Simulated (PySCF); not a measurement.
**J couplings in SMILES C[C@@H](F)[GeH3], C$_{2}$H$_{7}$FGe**

Geometry:
```csv
atom,x (Å),y (Å),z (Å)
C1,-1.436,-0.259,-0.051
C2,-0.240,0.671,-0.005
F3,-0.261,1.386,1.191
Ge4,1.522,-0.258,-0.041
H5,-2.366,0.302,0.034
H6,-1.433,-0.802,-0.994
H7,-1.385,-0.973,0.768
H8,-0.313,1.429,-0.793
H9,1.721,-0.955,-1.349
H10,2.621,0.729,0.157
H11,1.575,-1.268,1.056
```

Method: indirect couplings at PBE/pcJ-1 (dyall-v2z on Ge), isolated molecule, finite nuclei, GFN2-xTB geometry; PySCF 2.14.0. The geometry comes from tight binding; its bonds to heavy atoms can be off by up to a tenth of an ångström.

Non-relativistic values:
```
    coupling             atoms  J (Hz)
1J(73Ge,13C)          Ge4 – C2   -17.6
 1J(73Ge,1H)  Ge4 – H9/H10/H11   -76.5
2J(73Ge,13C)          Ge4 – C1    -1.3
2J(73Ge,19F)          Ge4 – F3   -10.4
 2J(73Ge,1H)          Ge4 – H8    -2.8
 3J(73Ge,1H)    Ge4 – H5/H6/H7    -3.5
```

Q: What do scalar relativity and two-component X2C with spin–orbit coupling give?

A: 
```
    coupling             atoms  scalar (Hz)  with spin–orbit (Hz)
1J(73Ge,13C)          Ge4 – C2        -18.2                 -18.2
 1J(73Ge,1H)  Ge4 – H9/H10/H11        -84.2                 -83.6
2J(73Ge,13C)          Ge4 – C1         -1.5                  -1.5
2J(73Ge,19F)          Ge4 – F3        -11.7                 -11.8
 2J(73Ge,1H)          Ge4 – H8         -3.6                  -3.6
 3J(73Ge,1H)    Ge4 – H5/H6/H7         -4.0                  -4.0
```

The largest listed coupling, 1J(73Ge,1H), ends at 1.09 times its non-relativistic value: scalar relativity adds -7.7 Hz and spin–orbit coupling +0.7 Hz. Equivalent partners are averaged, as under fast rotation. In the static structure 3J(73Ge,1H) spreads over -8.9, -0.2, -2.9 Hz.
